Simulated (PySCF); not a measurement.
A GIAO shielding run with PySCF (density fitting, non-relativistic, gas phase) on `CS[Si@@H]1CC[Si@H](C=O)O1`, C₄H₁₀O₂SSi₂:

```
$ OMP_NUM_THREADS=1 python probes_run.py task.json out

{"job": {"kind": "nmr", "xc": "PBE0", "basis": "pcSseg-1"}, "charge": 0, "multiplicity": 1}
C      3.255912    -0.256921    -0.099661
S      2.012623    -1.108086    -1.123930
Si     0.434845    -1.230229     0.305147
C     -1.243704    -1.594286    -0.504140
C     -1.959447    -0.251476    -0.722477
Si    -1.336301     0.944539     0.629118
C     -1.002179     2.717027    -0.002251
O     -1.746733     3.643561     0.186368
O      0.133113     0.267101     0.905881
H      4.084851    -0.008163    -0.753006
H      2.821275     0.642562     0.322669
H      3.588635    -0.924245     0.688529
H      0.809542    -2.022266     1.466518
H     -1.824086    -2.204197     0.187598
H     -1.174445    -2.154176    -1.435278
H     -1.688127     0.138238    -1.707112
H     -3.040138    -0.389250    -0.731356
H     -2.068406     0.915999     1.888255
H     -0.067033     2.883519    -0.581733
```

Hardware: 1 thread of an Arm Neoverse N1, shared host. The job also computes population analyses, field gradients, ring-centre shieldings.

Problem. How large is the calculation?

Solution. 94 electrons, 224 basis functions and 1233 auxiliary functions.

Problem. How long does it take, and how much memory does it need?

Solution. 110 s of wall time, with 15 SCF cycles and 5 response iterations; peak memory 0.99 GiB. Times on a shared host scatter by some tens of per cent.
